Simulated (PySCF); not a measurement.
Compound: C3H4F3N.
SMILES with atom numbers: `[CH2:1]=[N:2][CH2:3][C:4]([F:5])([F:6])[F:7]` (hydrogens: H8, H9 on C1; H10, H11 on C3)

Cartesian coordinates in Å at the PBE0-D3(BJ)/def2-SVP level; atoms count from 1:
```
atom  x, y, z in Å
C1     1.6728    0.4106   -0.4101
N2     0.5962    0.7986   -0.9448
C3    -0.6959    0.3660   -0.5029
C4    -0.8137   -0.5834    0.6729
F5    -2.0998   -0.8494    0.9141
F6    -0.2909   -0.0676    1.7910
F7    -0.1963   -1.7487    0.4443
H8     2.6200    0.7937   -0.8171
H9     1.7525   -0.2901    0.4389
H10   -1.2956    1.2567   -0.2527
H11   -1.2133   -0.1116   -1.3513
```

All values: CAM-B3LYP/def2-SVPD (PySCF, non-relativistic), on one gas-phase PBE0-D3(BJ)/def2-SVP geometry that isn't relaxed in the solvent. The solvent is an IEF-PCM continuum (cavity from Bondi-type radii × 1.2), and excitations are vertical TDDFT with non-equilibrium linear response and a frozen core. Only the electrostatic response of the medium enters.

```
run  E − E(gas) (kJ/mol)  HOMO (eV)  HOMO–LUMO gap (eV)  dipole (D)  lowest singlet (eV)  static polarisability (au)
gas                 0.00      -9.23                9.59        0.80                 4.95                        47.1
  P               -15.61      -9.16                9.72        0.83                 5.07                        58.1
  Q                -7.19      -9.18                9.65        0.83                 5.00                        51.8
```

The runs were made in cyclohexane and dichloromethane. Which run belongs to which solvent?

P = dichloromethane, Q = cyclohexane. The dielectric constants are 2.017 (cyclohexane), 8.93 (dichloromethane), and the energy falls further as ε rises. The optical constants n² used for the excitations are 2.04, 2.03 in the same order. In this model the ground state sees the solvent through ε alone.

How constant is the ratio of the lowering to (ε − 1)/(2ε + 1)?

```csv
solvent,(ε − 1)/(2ε + 1),E − E(gas) (kJ/mol),ratio (kJ/mol),polarisation term (kJ/mol)
cyclohexane,0.202,-7.19,-35.6,-7.53
dichloromethane,0.420,-15.61,-37.1,-17.31
```

The ratio changes by +4.3 % in size from cyclohexane to dichloromethane. The polarisation term is half the interaction of the solute with the induced surface charges.
